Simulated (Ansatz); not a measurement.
Gas-phase electronic energies from Ansatz, PBE0-D4/def2-TZVP geometries. CCSD(T)/CBS is the MP2 limit (def2-TZVPP, def2-QZVPP) plus CCSD(T) − MP2 in def2-TZVPP, frozen cores. Functionals use def2-TZVPP. For Br, Se outer-core shells are correlated without core-valence functions, which leaves a few kJ/mol of doubt a bond. Scalar relativity is left out up to krypton. One conformer a species, not always the lowest.

`O[Si]([SiH3])(Cl)Br` + `CC[SeH]` → `CC[Se][SiH3]` + `O[SiH](Cl)Br`  (cleavage of the Si–Si bond)

CCSD(T)/CBS gives -0.62 eV.

(1) Another level gave -0.63 eV. Which?
A. ωB97X-V/def2-TZVPP
B. revPBE/def2-TZVPP
C. SCS-MP2/def2-TZVPP
D. BHLYP/def2-TZVPP

Largest T1 diagnostic among the species: 0.010.

Results:

(1) D. BHLYP -0.63, ωB97X-V -0.56, SCS-MP2/def2-TZVPP -0.67, revPBE -0.50 eV.

From BLYP to BHLYP (50 % exact exchange), in def2-TZVPP and without D4, ΔE moves by −0.10 eV. At CCSD(T), def2-SVP lies +0.08 eV from the extrapolated value and def2-TZVPP +0.03 eV.
